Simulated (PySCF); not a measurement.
**Electron correlation in Ru (ruthenium, neutral)**

[Kr] 4d6 5s2, high-spin 5D determinant (an excited configuration). Computed with PySCF 2.14 in x2c-TZVPPall with one added diffuse shell each of s, p, d, f type (9s7p7d3f1g, 95 functions), with the spin-free X2C one-electron Hamiltonian (Gaussian nucleus). Frozen: [Kr]; 8 electrons correlated.

| level | correlation energy (mhartree) |
| --- | --- |
| CCSD | -184.83 |
| (T) | -7.66 |
| CCSD(T) | -192.49 |

Diagnostics: T1 = 0.031, D1 = 0.1185, largest double amplitude 0.059.

T1 exceeds 0.03, a sign that the reference determinant is poor.

Cost of the coupled-cluster step: of the order of 24 core-seconds, for 8 correlated electrons.
